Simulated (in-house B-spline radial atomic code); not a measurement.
Inner levels of iron as electrons are removed. A shift is the extra binding of the orbital against the neutral atom ([Ar] 3d6 4s2). The density at the nucleus is averaged over the nuclear charge. Computed with an all-electron radial atomic-structure program (B-spline basis): Dirac-Hartree-Fock, average of the configuration, finite nuclei.

```tsv
ion	configuration	shift of 1s1/2 (eV)	radius of 1s1/2 (bohr)	Σ<r²> (bohr²)	change of density at nucleus (bohr⁻³)
Fe15+	[Ne] 3s1	497.7	0.058377	1.0776	-5.8969
Fe16+	[He] 2s2 2p6	548.07	0.058373	0.55852	-137.14
Fe17+	[He] 2s2 2p5	?	?	?	?
Fe18+	[He] 2s2 2p4	?	?	?	?
Fe19+	[He] 2s2 2p3	949.35	0.05816	0.32962	26.699
Fe20+	[He] 2s2 2p2	?	?	?	?
Fe21+	[He] 2s2 2p1	1238.52	0.057992	0.203	147.23
Fe22+	[He] 2s2	1389.52	0.057901	0.14617	210.93
Fe23+	[He] 2s1	1522.92	0.05789	0.075973	-525.28
Fe24+	1s2	1659	0.057843	0.0089657	-1301.02
Fe25+	1s1	2102.5	0.056994	0.0043444	-7917.59
```

Q: Fill in the row of Fe17+.

A: shift of 1s1/2 (eV): 677.46; radius of 1s1/2 (bohr): 0.058307; Σ<r²> (bohr²): 0.47634; change of density at nucleus (bohr⁻³): -84.77.

Q: Fill in the row of Fe18+.

A: shift of 1s1/2 (eV): 811.23; radius of 1s1/2 (bohr): 0.058236; Σ<r²> (bohr²): 0.40022; change of density at nucleus (bohr⁻³): -30.162.

Q: Fill in the row of Fe20+.

A: shift of 1s1/2 (eV): 1091.79; radius of 1s1/2 (bohr): 0.058079; Σ<r²> (bohr²): 0.26402; change of density at nucleus (bohr⁻³): 85.826.
